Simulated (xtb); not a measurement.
Si(H)(Cl)(OH)(OMe) (CH5ClO2Si), SMILES CO[SiH](O)Cl. All values are semi-empirical tight-binding results from xtb (GFN2-xTB unless named), good for trends rather than for accurate numbers. Coordinates come from a GFN2-xTB optimisation. This is a generated structure with no PubChem entry under its InChIKey; it may be hypothetical. One conformer was computed; it need not be the lowest.

**Question.** Estimate the properties. (An estimate is asked for; the answer gives what the named calculation found.)

**Answer.** 
| Item | Result |
|---|---|
| orbital gap | 7.43 eV |
| dipole moment | 2.40 D |
| zero-point energy | 40.6 kcal/mol |
| G − E(el) at 298.15 K (modified RRHO) | 20.2 kcal/mol |
| static polarisability (D4 model) | 67.5 bohr³ |
| solvation energy, GFN2-xTB/ALPB(water) | -5.2 kcal/mol |
| solvation energy, GFN2-xTB/ALPB(dmso) | -9.0 kcal/mol |
